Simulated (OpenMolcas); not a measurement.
An OpenMolcas run meant for Ni2+ (ANO-L-VDZP, non-relativistic; inactive shells 1s 2s 2p 3s 3p; intended active space 8 electrons in 5 orbitals (3d)). One step of its input:

```
&CASPT2
Multistate=10 1 2 3 4 5 6 7 8 9 10
Frozen=2 3
IPEA=0.25
Imaginary=1.5
MaxIter=60
WThr=0.0 0.3 0.05
PrWF=0.5
NoMix
```

The run finished. Its levels beside those of a sound run (SS-CASPT2, IPEA 0.25 Eh, imaginary shift 0.1 Eh (closed shells correlated: 3s 3p)), in cm⁻¹ above each run's lowest level:

```
  Level  This run  Usual run
3d⁸ ³F₄       0.0        0.0
3d⁸ ³F₃      1435       1435
3d⁸ ³F₂      2393       2392
3d⁸ ¹D₂     13863      13832
3d⁸ ³P₂     18418      18289
3d⁸ ³P₁     18885      18749
3d⁸ ³P₀     19155      19019
3d⁸ ¹G₄     24705      24657
3d⁸ ¹S₀     54848      54652
```

Question: Which setting is unsound, and how much does it matter here?

Answer: The level shift is far above the usual 0.1 to 0.3 hartree and damps the second-order energy. Against the sound run the excited levels shown move by 85 cm-1 on average and by 200 cm-1 at most.

CASPT2 breaks the degeneracy within a term, and the mean is taken; among the terms shown or strongly mixed into the levels shown the widest spread is 1100 cm-1 (3d⁸ ³F, the sound run). Some levels mix across a computed gap that differs much from the measured one, so their mixing is not that of the real levels. Levels of configurations outside the active space are missing.
